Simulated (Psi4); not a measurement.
Input for Psi4: SAPT0/jun-cc-pV(D+d)Z on CH6O2 (a complex), monomers drawn apart or pushed together.

```
memory 2025 MB

molecule dimer {
0 1
O     0.14487543   -0.00836163   -0.15266882
H    -0.32316554   -0.70630735   -0.62397733
H    -0.14574739    0.81884071   -0.55223325
--
0 1
C     0.65177454   -0.24144663    3.24657655
O    -0.51447489   -0.05330024    2.46831867
H     1.15377914   -1.19088047    3.02252720
H     0.34802819   -0.25709950    4.29370341
H     1.37724086    0.57073581    3.11361718
H    -0.26119155   -0.03882430    1.53279425
units angstrom
symmetry c1
no_reorient
no_com
}

set {
  basis jun-cc-pV(D+d)Z
  scf_type df
  freeze_core true
}

energy('sapt0')
```

It printed:

```
[...]
==> Input File <==

--------------------------------------------------------------------------
memory 2025 MB

molecule dimer {
0 1
O     0.14487543   -0.00836163   -0.15266882
H    -0.32316554   -0.70630735   -0.62397733
H    -0.14574739    0.81884071   -0.55223325
--
0 1
C     0.65177454   -0.24144663    3.24657655
O    -0.51447489   -0.05330024    2.46831867
H     1.15377914   -1.19088047    3.02252720
H     0.34802819   -0.25709950    4.29370341
H     1.37724086    0.57073581    3.11361718
H    -0.26119155   -0.03882430    1.53279425
units angstrom
symmetry c1
no_reorient
no_com
}

set {
  basis jun-cc-pV(D+d)Z
  scf_type df
  freeze_core true
}

energy('sapt0')
--------------------------------------------------------------------------


   => Loading Basis Set <=

    Name: JUN-CC-PV(D+D)Z
    Role: ORBITAL
    Keyword: BASIS
    atoms 1, 5     entry O          line   256 file jun-cc-pv_dpd_z.gbs
    atoms 2-3, 6-9 entry H          line    60 file jun-cc-pv_dpd_z.gbs
    atoms 4        entry C          line   188 file jun-cc-pv_dpd_z.gbs

   => Loading Basis Set <=

    Name: JUN-CC-PV(D+D)Z
    Role: ORBITAL
    Keyword: BASIS
    atoms 1, 5     entry O          line   256 file jun-cc-pv_dpd_z.gbs
    atoms 2-3, 6-9 entry H          line    60 file jun-cc-pv_dpd_z.gbs
    atoms 4        entry C          line   188 file jun-cc-pv_dpd_z.gbs


  //>>>>>>>>>>>>>>>>>>>>>>>>>>>>>>>>>>>//
  //              Dimer HF             //
  //<<<<<<<<<<<<<<<<<<<<<<<<<<<<<<<<<<<//

   => Libint2 <=

    Primary   basis highest AM E, G, H:  7, 6, 3
    Auxiliary basis highest AM E, G, H:  7, 7, 4
    Onebody   basis highest AM E, G, H:  -, -, -
    Solid Harmonics ordering:            Gaussian


   => Loading Basis Set <=

    Name: JUN-CC-PV(D+D)Z
    Role: ORBITAL
    Keyword: BASIS
    atoms 1, 5     entry O          line   256 file jun-cc-pv_dpd_z.gbs
    atoms 2-3, 6-9 entry H          line    60 file jun-cc-pv_dpd_z.gbs
    atoms 4        entry C          line   188 file jun-cc-pv_dpd_z.gbs


         ---------------------------------------------------------
                                   SCF
               by Justin Turney, Rob Parrish, Andy Simmonett
                          and Daniel G. A. Smith
                              RHF Reference
                        1 Threads,   1931 MiB Core
         ---------------------------------------------------------

  ==> Geometry <==

    Molecular point group: c1
    Full point group: C1

    Geometry (in Angstrom), charge = 0, multiplicity = 1:

       Center              X                  Y                   Z               Mass
    ------------   -----------------  -----------------  -----------------  -----------------
         O            0.144875430000    -0.008361630000    -0.152668820000    15.994914619570
         H           -0.323165540000    -0.706307350000    -0.623977330000     1.007825032230
         H           -0.145747390000     0.818840710000    -0.552233250000     1.007825032230
         C            0.651774540000    -0.241446630000     3.246576550000    12.000000000000
         O           -0.514474890000    -0.053300240000     2.468318670000    15.994914619570
         H            1.153779140000    -1.190880470000     3.022527200000     1.007825032230
         H            0.348028190000    -0.257099500000     4.293703410000     1.007825032230
         H            1.377240860000     0.570735810000     3.113617180000     1.007825032230
         H           -0.261191550000    -0.038824300000     1.532794250000     1.007825032230

  Running in c1 symmetry.

  Rotational constants: A =      1.09423  B =      0.06260  C =      0.06039 [cm^-1]
  Rotational constants: A =  32804.15988  B =   1876.65525  C =   1810.50974 [MHz]
  Nuclear repulsion =   80.576873637835192

  Charge       = 0
  Multiplicity = 1
  Electrons    = 28
  Nalpha       = 14
  Nbeta        = 14

  ==> Algorithm <==

  SCF Algorithm Type is DF.
  DIIS enabled.
  MOM disabled.
  Fractional occupation disabled.
  Guess Type is SAD.
  Energy threshold   = 1.00e-08
  Density threshold  = 1.00e-08
  Integral threshold = 1.00e-12

  ==> Primary Basis <==

  Basis Set: JUN-CC-PV(D+D)Z
    Blend: JUN-CC-PV(D+D)Z
    Number of shells: 42
    Number of basis functions: 84
    Number of Cartesian functions: 87
    Spherical Harmonics?: true
    Max angular momentum: 2

   => Loading Basis Set <=

    Name: (JUN-CC-PV(D+D)Z AUX)
    Role: JKFIT
    Keyword: DF_BASIS_SCF
    atoms 1, 5     entry O          line   258 file jun-cc-pvdz-jkfit.gbs
    atoms 2-3, 6-9 entry H          line    70 file jun-cc-pvdz-jkfit.gbs
    atoms 4        entry C          line   146 file jun-cc-pvdz-jkfit.gbs

  ==> Integral Setup <==

  DFHelper Memory: AOs need 0.022 GiB; user supplied 1.414 GiB.
  SCF_SUBTYPE=INCORE selected. In-core MEM_DF algorithm will be used.
  Using in-core AOs.

  ==> MemDFJK: Density-Fitted J/K Matrices <==

    J tasked:                   Yes
    K tasked:                 
[...]
226    84A     33.499378

    Final Occupation by Irrep:
              A
    DOCC [     9 ]
    NA   [     9 ]
    NB   [     9 ]

  @DF-RHF Final Energy:  -115.05691409395210

   => Energetics <=

    Nuclear Repulsion Energy =             40.3098698700524167
    One-Electron Energy =                -236.7393102723903553
    Two-Electron Energy =                  81.3725263083858437
    Total Energy =                       -115.0569140939521020

Computation Completed


Properties will be evaluated at   0.000000,   0.000000,   0.000000 [a0]

Properties computed using the SCF density matrix


 Multipole Moments:

 ------------------------------------------------------------------------------------
     Multipole            Electronic (a.u.)      Nuclear  (a.u.)        Total (a.u.)
 ------------------------------------------------------------------------------------

 L = 1.  Multiply by 2.5417464519 to convert [e a0] to [Debye]
 Dipole X            :         -3.8390527            4.5593512            0.7202985
 Dipole Y            :          5.1951665           -5.2745094           -0.0793428
 Dipole Z            :        -96.9893665           96.7325306           -0.2568359
 Magnitude           :                                                    0.7688237

 ------------------------------------------------------------------------------------

  Constructing Basis Sets for SAPT...

   => Loading Basis Set <=

    Name: (JUN-CC-PV(D+D)Z AUX)
    Role: RIFIT
    Keyword: DF_BASIS_SAPT
    atoms 1, 5     entry O          line   188 file jun-cc-pvdz-ri.gbs
    atoms 2-3, 6-9 entry H          line    30 file jun-cc-pvdz-ri.gbs
    atoms 4        entry C          line   100 file jun-cc-pvdz-ri.gbs

   => Loading Basis Set <=

    Name: (JUN-CC-PV(D+D)Z AUX)
    Role: JKFIT
    Keyword: DF_BASIS_ELST
    atoms 1, 5     entry O          line   258 file jun-cc-pvdz-jkfit.gbs
    atoms 2-3, 6-9 entry H          line    70 file jun-cc-pvdz-jkfit.gbs
    atoms 4        entry C          line   146 file jun-cc-pvdz-jkfit.gbs


  //>>>>>>>>>>>>>>>>>>>>>>>>>>>>>>>>>>>//
  //               SAPT0               //
  //<<<<<<<<<<<<<<<<<<<<<<<<<<<<<<<<<<<//



        SAPT0
    Ed Hohenstein
     6 June 2009

      Orbital Information
  --------------------------
    NSO        =        84
    NMO        =        84
    NRI        =       279
    NRI (Elst) =       375
    NOCC A     =         5
    NOCC B     =         9
    FOCC A     =         1
    FOCC B     =         2
    NVIR A     =        79
    NVIR B     =        75

    Elst10,r            =    -0.020859842096 [Eh]
    Exch10              =     0.024779801313 [Eh]
    Exch10 (S^2)        =     0.024422743544 [Eh]

    Maxiter = 50
    CPHF R converge = 1.000000E-08

    Iter     Energy [mEh]          dE [mEh]         Residual      Time [s]
       1      -4.95879038       4.958790376     1.369816e-02             0
       2      -6.30688817       1.348097792     4.175937e-03             0
       3      -6.37372101       0.066832843     1.257851e-03             0
       4      -6.34811674      -0.025604275     2.805595e-04             0
       5      -6.34487979      -0.003236945     5.776186e-05             0
       6      -6.34638966       0.001509872     9.751516e-06             0
       7      -6.34619075      -0.000198912     2.091389e-06             0
       8      -6.34621530       0.000024550     3.378020e-07             0
       9      -6.34621320      -0.000002101     8.225454e-08             0
      10      -6.34621331       0.000000111     2.057996e-08             0
      11      -6.34621336       0.000000054     3.370626e-09             0

    CHF Iterations converged

    Maxiter = 50
    CPHF R converge = 1.000000E-08

    Iter     Energy [mEh]          dE [mEh]         Residual      Time [s]
       1      -3.43924787       3.439247867     7.949584e-03             0
       2      -3.96207572       0.522827850     1.313241e-03             0
       3      -3.97502747       0.012951751     2.603516e-04             0
       4      -3.97121229      -0.003815173     8.150236e-05             0
       5      -3.96975911      -0.001453188     1.485437e-05             0
       6      -3.97006326       0.000304154     3.933866e-06             0
       7      -3.97006731       0.000004049     1.150580e-06             0
       8      -3.97004973      -0.000017584     2.046353e-07             0
       9      -3.97005183       0.000002104     3.336736e-08             0
      10      -3.97005164      -0.000000184     6.580764e-09             0

    CHF Iterations converged

    Ind20,r (A<-B)      =    -0.006346213364 [Eh]
    Ind20,r (B<-A)      =    -0.003970051645 [Eh]
    Ind20,r             =    -0.010316265009 [Eh]
    Exch-Ind20,r (A<-B) =     0.003298567226 [Eh]
    Exch-Ind20,r (B<-A) =     0.003169583999 [Eh]
    Exch-Ind20,r        =     0.006468151226 [Eh]
    Disp20              =    -0.005083438873 [Eh]
    Disp20 (SS)         =    -0.002541719437 [Eh]
    Disp20 (OS)         =    -0.002541719437 [Eh]
    Exch-Disp20         =     0.001231088562 [Eh]
    Exch-Disp20 (SS)    =     0.000701106395 [Eh]
    Exch-Disp20 (OS)    =     0.000529982167 [Eh]

    SAPT Results
  --------------------------------------------------------------------------------------------------------
    Electrostatics                -20.85984210 [mEh]     -13.08974854 [kcal/mol]     -54.76750788 [kJ/mol]
      Elst10,r                    -20.85984210 [mEh]     -13.08974854 [kcal/mol]     -54.76750788 [kJ/mol]

    Exchange                       24.77980131 [mEh]      15.54956008 [kcal/mol]      65.05935938 [kJ/mol]
      Exch10                       24.77980131 [mEh]      15.54956008 [kcal/mol]      65.05935938 [kJ/mol]
      Exch10(S^2)                  24.42274354 [mEh]      15.32550295 [kcal/mol]      64.12190434 [kJ/mol]

    Induction                      -7.03441309 [mEh]      -4.41416086 [kcal/mol]     -18.46884902 [kJ/mol]
      Ind20,r                     -10.31626501 [mEh]      -6.47355403 [kcal/mol]     -27.08535005 [kJ/mol]
      Exch-Ind20,r                  6.46815123 [mEh]       4.05882617 [kcal/mol]      16.98212870 [kJ/mol]
      delta HF,r (2)               -3.18629931 [mEh]      -1.99943300 [kcal/mol]      -8.36562768 [kJ/mol]

    Dispersion                     -3.85235031 [mEh]      -2.41738632 [kcal/mol]     -10.11434435 [kJ/mol]
      Disp20                       -5.08343887 [mEh]      -3.18990605 [kcal/mol]     -13.34656692 [kJ/mol]
      Exch-Disp20                   1.23108856 [mEh]       0.77251974 [kcal/mol]       3.23222257 [kJ/mol]
      Disp20 (SS)                  -2.54171944 [mEh]      -1.59495303 [kcal/mol]      -6.67328346 [kJ/mol]
      Disp20 (OS)                  -2.54171944 [mEh]      -1.59495303 [kcal/mol]      -6.67328346 [kJ/mol]
      Exch-Disp20 (SS)              0.70110640 [mEh]       0.43995091 [kcal/mol]       1.84075459 [kJ/mol]
      Exch-Disp20 (OS)              0.52998217 [mEh]       0.33256883 [kcal/mol]       1.39146799 [kJ/mol]

  Total HF                         -3.11445387 [mEh]      -1.95434931 [kcal/mol]      -8.17699752 [kJ/mol]
  Total SAPT0                      -6.96680418 [mEh]      -4.37173563 [kcal/mol]     -18.29134187 [kJ/mol]

  Special recipe for scaled SAPT0 (see Manual):
    Electrostatics sSAPT0         -20.85984210 [mEh]     -13.08974854 [kcal/mol]     -54.76750788 [kJ/mol]
    Exchange sSAPT0                24.77980131 [mEh]      15.54956008 [kcal/mol]      65.05935938 [kJ/mol]
    Induction sSAPT0               -6.74655441 [mEh]      -4.23352681 [kcal/mol]     -17.71307617 [kJ/mol]
    Dispersion sSAPT0              -3.79756193 [mEh]      -2.38300609 [kcal/mol]      -9.97049748 [kJ/mol]
  Total sSAPT0                     -6.62415713 [mEh]      -4.15672135 [kcal/mol]     -17.39172214 [kJ/mol]
  --------------------------------------------------------------------------------------------------------



*** Psi4 exiting successfully. Buy a developer a beer!
```

The run finished.

Cost: around 10 core-seconds (rough).
